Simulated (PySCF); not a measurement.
# Radial density of Sr+ (strontium, charge +1)

UHF, [Kr] 5s1, 2S determinant. Calculation: PySCF 2.14, in x2c-TZVPPall with one added diffuse shell each of s, p, d, f type (9s7p7d3f1g, 95 functions); the spin-free X2C one-electron Hamiltonian (Gaussian nucleus).

```tsv
r (bohr)	4πr²ρ (e/bohr)	4πr²(ρα − ρβ)
0.0417	42.59	-0.0004
0.0701	42.13	0.0005
0.118	57.55	0.0079
0.198	39.30	-0.0008
0.334	38.87	0.0161
0.561	29.17	-0.0005
0.944	8.166	0.0550
1.59	5.590	-0.0103
2.67	0.9800	0.2225
4.49	0.2592	0.2543
7.56	0.01838	0.0184
12.7	5.143e-05	0.0001
```

Densities and radii are taken from the X2C orbitals without a picture-change correction, which distorts them close to the nucleus.

**Question.** Where is the radial spin density 4πr²(ρα − ρβ) most negative, and why is it negative at all?

**Answer.** Around r = 1.59 bohr, down to -0.0103 e/bohr: exchange with the open shell polarises the paired shells in an unrestricted calculation.
